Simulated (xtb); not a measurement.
H$_{3}$As, charge +1, doublet, from a rough starting geometry (a state made from the parent by changing its charge; the spin is typed, not shown lowest); GFN2-xTB (xtb 6.7.1).

The xtb input:
```
$ xtb mol.xyz --gfn 2 --chrg 1 --uhf 1 --opt vtight --json

# file mol.xyz
4

As    -0.02443523    -0.06540546     0.67025914
H     -0.74527645    -1.01622017    -0.22851036
H     -0.50900835     1.10735667    -0.23821414
H      1.20650604    -0.10793873    -0.19737994
```

It wrote (shortened):

```
   ID    Z sym.   atoms
    1   33 As     1
    2    1 H      2-4

           -------------------------------------------------
          |                Calculation Setup                |
           -------------------------------------------------

           -------------------------------------------------
          |                 G F N 2 - x T B                 |
           -------------------------------------------------

          ...................................................
          :                      SETUP                      :
          :.................................................:
          :  # basis functions                  13          :
          :  # atomic orbitals                  12          :
          :  # shells                            6          :
          :  # electrons                         7          :
          :  max. iterations                   250          :
          :  Hamiltonian                  GFN2-xTB          :
          :  restarted?                      false          :
          :  GBSA solvation                  false          :
          :  PC potential                    false          :
          :  electronic temp.          300.0000000     K    :
          :  accuracy                    1.0000000          :
          :  -> integral cutoff          0.2500000E+02      :
          :  -> integral neglect         0.1000000E-07      :
          :  -> SCF convergence          0.1000000E-05 Eh   :
          :  -> wf. convergence          0.1000000E-03 e    :
          :  Broyden damping             0.4000000          :
          :  net charge                          1          :
          :  unpaired electrons                  1          :
          ...................................................

 iter      E             dE          RMSdq      gap      omega  full diag
   1     -3.3352196 -0.333522E+01  0.726E+00    6.41       0.0  T
   2     -3.3357161 -0.496522E-03  0.428E+00    6.54       1.0  T
   3     -3.3355603  0.155828E-03  0.952E-01    6.75       1.0  T
   4     -3.3361546 -0.594300E-03  0.233E-01    6.77       1.0  T
   5     -3.3362107 -0.561267E-04  0.454E-02    6.76       1.1  T
   6     -3.3362130 -0.224929E-05  0.199E-02    6.76       2.5  T
   7     -3.3362130 -0.311041E-07  0.682E-03    6.76       7.3  T
   8     -3.3362130  0.650979E-08  0.366E-03    6.76      13.7  T
   9     -3.3362130 -0.261759E-07  0.625E-04    6.76      80.0  T
  10     -3.3362130 -0.906830E-12  0.617E-04    6.76      81.0  T

   *** convergence criteria satisfied after 10 iterations ***

         :::::::::::::::::::::::::::::::::::::::::::::::::::::
         ::                     SUMMARY                     ::
         :::::::::::::::::::::::::::::::::::::::::::::::::::::
         :: total energy              -3.321955484334 Eh    ::
         :: gradient norm              0.060064729428 Eh/a0 ::
         :: HOMO-LUMO gap              6.761584915988 eV    ::
         ::.................................................::
         :: SCC energy                -3.336213015458 Eh    ::
         :: -> isotropic ES            0.125458749612 Eh    ::
         :: -> anisotropic ES         -0.001811507965 Eh    ::
         :: -> anisotropic XC          0.001007812292 Eh    ::
         :: -> dispersion             -0.000492196158 Eh    ::
         :: repulsion energy           0.014257531124 Eh    ::
         :: add. restraining           0.000000000000 Eh    ::
         :: total charge               1.000000000000 e     ::
         :::::::::::::::::::::::::::::::::::::::::::::::::::::

      -----------------------------------------------------------
     |                   =====================                   |
     |                        A N C O P T                        |
     |                   =====================                   |
     |               Approximate Normal Coordinate               |
[...]
 * total energy  :    -3.3219555 Eh     change       -0.6020082E-09 Eh
 * total energy  :    -3.3410726 Eh     change       -0.1911715E-01 Eh
 * total energy  :    -3.3420781 Eh     change       -0.1005497E-02 Eh
 * total energy  :    -3.3421964 Eh     change       -0.1182331E-03 Eh
 * total energy  :    -3.3422941 Eh     change       -0.9778071E-04 Eh
 * total energy  :    -3.3423030 Eh     change       -0.8890702E-05 Eh
 * total energy  :    -3.3423127 Eh     change       -0.9647685E-05 Eh
 * total energy  :    -3.3423115 Eh     change        0.1205977E-05 Eh
 * total energy  :    -3.3423129 Eh     change       -0.1404831E-05 Eh
 * total energy  :    -3.3423129 Eh     change       -0.2331066E-07 Eh
   *** GEOMETRY OPTIMIZATION CONVERGED AFTER 10 ITERATIONS ***
         :: total energy              -3.342312906641 Eh    ::
[...]
         ::.................................................::
         :: SCC energy                -3.359177211927 Eh    ::
         :: -> isotropic ES            0.121346905165 Eh    ::
         :: -> anisotropic ES         -0.004137008948 Eh    ::
         :: -> anisotropic XC          0.001783358365 Eh    ::
         :: -> dispersion             -0.000476539037 Eh    ::
         :: repulsion energy           0.016864305287 Eh    ::
         :: add. restraining           0.000000000000 Eh    ::
         :: total charge               1.000000000000 e     ::
         :::::::::::::::::::::::::::::::::::::::::::::::::::::

           -------------------------------------------------
          |                Property Printout                |
           -------------------------------------------------

    * Orbital Energies and Occupations

         #    Occupation            Energy/Eh            Energy/eV
      -------------------------------------------------------------
         1        2.0000           -0.9271473             -25.2290
         2        2.0000           -0.7292125             -19.8429
         3        2.0000           -0.7291507             -19.8412
         4        1.0000           -0.6585716             -17.9206 (HOMO)
         5                         -0.4122265             -11.2173 (LUMO)
         6                         -0.4120859             -11.2134
         7                         -0.3535002              -9.6192
         8                         -0.2636711              -7.1749
         9                         -0.2636656              -7.1747
        10                         -0.0193503              -0.5265
        11                          0.5446898              14.8218
        12                          0.5447360              14.8230
      -------------------------------------------------------------
                  HL-Gap            0.2463451 Eh            6.7034 eV
             Fermi-level           -0.6146301 Eh          -16.7249 eV

     #   Z          covCN         q      C6AA      α(0)
     1  33 As       2.916     0.376   203.670    26.154
     2   1 H        0.972     0.208     1.056     1.606
     3   1 H        0.972     0.208     1.056     1.606
     4   1 H        0.972     0.208     1.056     1.606

 Mol. C6AA /au·bohr⁶  :        300.300722
 Mol. C8AA /au·bohr⁸  :      18460.575810
 Mol. α(0) /au        :         30.971635

Wiberg/Mayer (AO) data.
largest (>0.10) Wiberg bond orders for each atom

 ---------------------------------------------------------------------------
     #   Z sym  total        # sym  WBO       # sym  WBO       # sym  WBO
 ---------------------------------------------------------------------------
     1  33 As   2.557 --     4 H    0.852     2 H    0.852     3 H    0.852
     2   1 H    0.952 --     1 As   0.852
     3   1 H    0.952 --     1 As   0.852
     4   1 H    0.952 --     1 As   0.852
 ---------------------------------------------------------------------------

Topologies differ in total number of bonds
Writing topology from bond orders to xtbtopo.mol

molecular dipole:
                 x           y           z       tot (Debye)
 q only:       -0.037      -0.039       0.133
   full:       -0.037      -0.038       0.167       0.446
molecular quadrupole (traceless):
                xx          xy          yy          xz          yz          zz
 q only:        0.944       0.000       0.949       0.043      -0.002      -1.893
  q+dip:        1.100      -0.001       1.107       0.050      -0.002      -2.207
   full:        0.616      -0.000       0.621       0.024      -0.006      -1.236

optimized geometry written to: xtbopt.xyz

           -------------------------------------------------
          | TOTAL ENERGY               -3.342312906641 Eh   |
          | GRADIENT NORM               0.000076362927 Eh/α |
          | HOMO-LUMO GAP               6.703391078028 eV   |
           -------------------------------------------------
```
